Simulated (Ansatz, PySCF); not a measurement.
B(OH)2(OEt) (C2H7BO3), SMILES CCOB(O)O. Atoms are numbered in the order given.

```xyz
13

B      0.0109     0.9470    -0.0420
O      0.3381     2.0793    -0.7353
H     -0.2779     2.8066    -0.6293
O     -1.0927     0.8195     0.7662
H     -1.6328     1.6079     0.8464
O      0.8518    -0.1063    -0.1788
C      0.5968    -1.3383     0.4556
C     -0.3616    -2.1934    -0.3461
H      1.5680    -1.8485     0.5579
H      0.1991    -1.1738     1.4717
H      0.0176    -2.3443    -1.3681
H     -0.4899    -3.1801     0.1251
H     -1.3496    -1.7131    -0.4078
```

Geometry: PBE0-D3(BJ)/def2-SVP. Other conformers were not sampled.

Two levels are set side by side: PBE-D3(BJ)/def2-SVP (Ansatz, a first-principles code) and PBE0-D3(BJ)/def2-SVP (Ansatz). Each level has its own optimised geometry; the coordinates shown are those of the second. Frequencies come from the Hessian of PySCF at each geometry. Differences are taken from unrounded values.

```json
[
 {"quantity": "mean bond length (Å)", "PBE0-D3(BJ)": "1.204"},
 {"quantity": "bond B1–O2 (Å)", "PBE0-D3(BJ)": "1.367"},
 {"quantity": "bond B1–O4 (Å)", "PBE0-D3(BJ)": "1.374"},
 {"quantity": "bond B1–O6 (Å)", "PBE0-D3(BJ)": "1.355"},
 {"quantity": "bond O6–C7 (Å)", "PBE0-D3(BJ)": "1.409"},
 {"quantity": "bond C7–C8 (Å)", "PBE0-D3(BJ)": "1.514"},
 {"quantity": "bond O2–H3 (Å)", "PBE0-D3(BJ)": "0.959"},
 {"quantity": "bond O4–H5 (Å)", "PBE0-D3(BJ)": "0.959"},
 {"quantity": "bond C7–H9 (Å)", "PBE0-D3(BJ)": "1.102"},
 {"quantity": "bond C7–H10 (Å)", "PBE0-D3(BJ)": "1.104"},
 {"quantity": "bond C8–H11 (Å)", "PBE0-D3(BJ)": "1.100"},
 {"quantity": "bond C8–H12 (Å)", "PBE0-D3(BJ)": "1.101"},
 {"quantity": "bond C8–H13 (Å)", "PBE0-D3(BJ)": "1.100"},
 {"quantity": "highest harmonic wavenumber (cm⁻¹)", "PBE0-D3(BJ)": "3964"},
 {"quantity": "mean harmonic wavenumber (cm⁻¹)", "PBE0-D3(BJ)": "1409"},
 {"quantity": "zero-point energy (kcal/mol)", "PBE0-D3(BJ)": "66.46"}
]
```

Problem. What does PBE-D3(BJ) give, and how far is it from PBE0-D3(BJ)? (Estimate from the structure and the level; the computed values follow.)

Solution. 
| quantity | PBE-D3(BJ) | PBE-D3(BJ) minus PBE0-D3(BJ) |
|---|---|---|
| mean bond length (Å) | 1.214 | 0.011 |
| bond B1–O2 (Å) | 1.380 | 0.012 |
| bond B1–O4 (Å) | 1.386 | 0.012 |
| bond B1–O6 (Å) | 1.367 | 0.012 |
| bond O6–C7 (Å) | 1.424 | 0.015 |
| bond C7–C8 (Å) | 1.523 | 0.009 |
| bond O2–H3 (Å) | 0.970 | 0.011 |
| bond O4–H5 (Å) | 0.970 | 0.011 |
| bond C7–H9 (Å) | 1.111 | 0.009 |
| bond C7–H10 (Å) | 1.113 | 0.009 |
| bond C8–H11 (Å) | 1.109 | 0.008 |
| bond C8–H12 (Å) | 1.109 | 0.008 |
| bond C8–H13 (Å) | 1.108 | 0.008 |
| highest harmonic wavenumber (cm⁻¹) | 3794 | -170 |
| mean harmonic wavenumber (cm⁻¹) | 1359 | -50 |
| zero-point energy (kcal/mol) | 64.12 | -2.34 |

GGA bonds tend to be longer and softer than those of functionals with exact exchange. Differences between two approximate levels are no errors against the true value.
